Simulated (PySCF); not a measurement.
Geometry:
```json
{"atom": "F1", "x (Å)": "-0.522", "y (Å)": "-2.270", "z (Å)": "0.727"}
{"atom": "C2", "x (Å)": "-0.952", "y (Å)": "-1.056", "z (Å)": "0.318"}
{"atom": "C3", "x (Å)": "-2.317", "y (Å)": "-0.852", "z (Å)": "0.252"}
{"atom": "C4", "x (Å)": "-2.809", "y (Å)": "0.382", "z (Å)": "-0.132"}
{"atom": "C5", "x (Å)": "-1.928", "y (Å)": "1.403", "z (Å)": "-0.448"}
{"atom": "C6", "x (Å)": "-0.565", "y (Å)": "1.191", "z (Å)": "-0.386"}
{"atom": "C7", "x (Å)": "-0.046", "y (Å)": "-0.047", "z (Å)": "-0.006"}
{"atom": "N8", "x (Å)": "1.345", "y (Å)": "-0.195", "z (Å)": "0.056"}
{"atom": "C9", "x (Å)": "2.050", "y (Å)": "-1.349", "z (Å)": "-0.010"}
{"atom": "P10", "x (Å)": "3.745", "y (Å)": "-1.092", "z (Å)": "0.086"}
{"atom": "C11", "x (Å)": "3.342", "y (Å)": "0.621", "z (Å)": "0.211"}
{"atom": "N12", "x (Å)": "2.074", "y (Å)": "0.909", "z (Å)": "0.172"}
{"atom": "H13", "x (Å)": "-2.974", "y (Å)": "-1.666", "z (Å)": "0.514"}
{"atom": "H14", "x (Å)": "-3.875", "y (Å)": "0.542", "z (Å)": "-0.180"}
{"atom": "H15", "x (Å)": "-2.303", "y (Å)": "2.370", "z (Å)": "-0.744"}
{"atom": "H16", "x (Å)": "0.133", "y (Å)": "1.977", "z (Å)": "-0.623"}
{"atom": "H17", "x (Å)": "1.547", "y (Å)": "-2.289", "z (Å)": "-0.133"}
{"atom": "H18", "x (Å)": "4.045", "y (Å)": "1.429", "z (Å)": "0.315"}
```

[PySCF: GIAO PBE0/pcSseg-1 shieldings; structure optimised with GFN2-xTB; gas phase; non-relativistic; a single conformation]

Task: List the cross peaks expected in HSQC, COSY and HMBC spectra.

Result: 

HSQC (one-bond C–H):
```
        δH           δC
9.61 (H17)   165.9 (C9)
8.97 (H18)  167.9 (C11)
8.97 (H16)   132.6 (C6)
7.62 (H13)   123.3 (C3)
7.62 (H15)   130.6 (C5)
7.58 (H14)   133.5 (C4)
```

COSY cross peaks (H two or three bonds apart, from the bond graph; peaks can be absent where the dihedral angle is near 90°):
```
        δH          δH
8.97 (H16)  7.62 (H15)
7.62 (H13)  7.58 (H14)
7.62 (H15)  7.58 (H14)
```

HMBC (two and three bonds, from the bond graph):
```
        δH                                              δC
9.61 (H17)                         167.9 (C11), 133.4 (C7)
8.97 (H18)                                      165.9 (C9)
8.97 (H16)  162.4 (C2), 133.5 (C4), 133.4 (C7), 130.6 (C5)
7.62 (H13)  162.4 (C2), 133.5 (C4), 133.4 (C7), 130.6 (C5)
7.62 (H15)  133.5 (C4), 133.4 (C7), 132.6 (C6), 123.3 (C3)
7.58 (H14)  162.4 (C2), 132.6 (C6), 130.6 (C5), 123.3 (C3)
```

Referencing at the same level of theory: TMS for $^{1}$H, $^{13}$C.

Shifts are as computed. Against solution values, carbons near 30 ppm lie about +3 ppm off and those near 130 ppm about +5 ppm. Of 1211 compounds with measured shifts, 218 miss one by over three times the rms of a fit or turn the order of signals round; such compounds aren't used in these exercises.
